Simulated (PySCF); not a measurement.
Species: C2H6BS, charge 0, multiplicity 2. It need not be the lowest isomer of its formula. 
Structure (B3LYP-D3(BJ)/def2-TZVP (Ansatz) minimum search):
SMILES: [B](C)SC
```xyz
10

C      2.3523    -0.3325     0.2090
B      0.8287    -0.2561     0.4874
S     -0.4784     0.2401    -0.5555
C     -1.9951     0.0673     0.4616
H      2.7124    -1.3538     0.3668
H      2.6409    -0.0230    -0.8014
H      2.8972     0.2916     0.9238
H     -1.9347     0.7190     1.3289
H     -2.1141    -0.9660     0.7754
H     -2.8345     0.3629    -0.1656
```
Charge 0, spin multiplicity 2.

Dispersion corrections to the total energy (kcal/mol) from the dftd3 and dftd4 libraries through PySCF: D3(BJ) without and D4 with the three-body term, each with the damping fitted for the functional named.

```tsv
functional	D3(BJ)	D4
BLYP	(withheld)	-9.37
HSE06	-2.94	-3.26
CAM-B3LYP	-3.50	(withheld)
LC-wPBE	-4.21	-4.66
B2GP-PLYP	-3.05	-1.75
PW6B95	-2.29	-3.73
B2PLYP	-3.67	(withheld)
```

What belongs in the gaps?


- BLYP, D3(BJ): -9.59
- CAM-B3LYP, D4: -3.55
- B2PLYP, D4: -2.91
